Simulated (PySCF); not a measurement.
# Ruthenium: a sound run and one with changed settings

Sound run: Ru [Kr] 4d7 5s1, Ru⁺ [Kr] 4d7. All numbers are calculated (PySCF 2.14, a scalar-relativistic core potential, in cc-pVTZ-PP with ECP28MDF). In the sound run the correlated levels freeze 4s2 4p6 outside the core potential. The sound run starts from symmetry-adapted Hartree-Fock orbitals and uses a fine grid where one is needed.

Changed run: initial guess minao, at most 50 SCF cycles.

| species | method | sound run (hartree) | changed run (hartree) | converged |
| --- | --- | --- | --- | --- |
| Ru | UHF | -93.81563 | -93.77358 | yes |
| Ru | M06-2X | -94.39083 | -94.39083 | yes |
| Ru | PBE0 | -94.48313 | -94.48313 | yes |
| Ru | MP2 | -94.00205 | -93.97058 | yes |
| Ru⁺ | UHF | -93.58444 | -93.54212 | yes |
| Ru⁺ | M06-2X | -94.12598 | -94.10787 | yes |
| Ru⁺ | PBE0 | -94.20686 | -94.20686 | yes |
| Ru⁺ | MP2 | -93.74113 | -93.70849 | yes |

Ionisation energy of Ru:

```json
{"method": "UHF", "sound run (eV)": "6.291", "changed run (eV)": "6.298"}
{"method": "M06-2X", "sound run (eV)": "7.207", "changed run (eV)": "7.700"}
{"method": "PBE0", "sound run (eV)": "7.518", "changed run (eV)": "7.518"}
{"method": "MP2", "sound run (eV)": "7.100", "changed run (eV)": "7.132"}
{"method": "SCS-MP2", "sound run (eV)": "6.843", "changed run (eV)": "6.881"}
```

The plain start fixes occupations by D2h representation alone, and Ru at UHF, Ru⁺ at UHF, Ru⁺ at M06-2X landed in another state (other ⟨L²⟩ or ⟨S²⟩). 

For comparison, NIST gives 7.361 eV between the lowest levels.
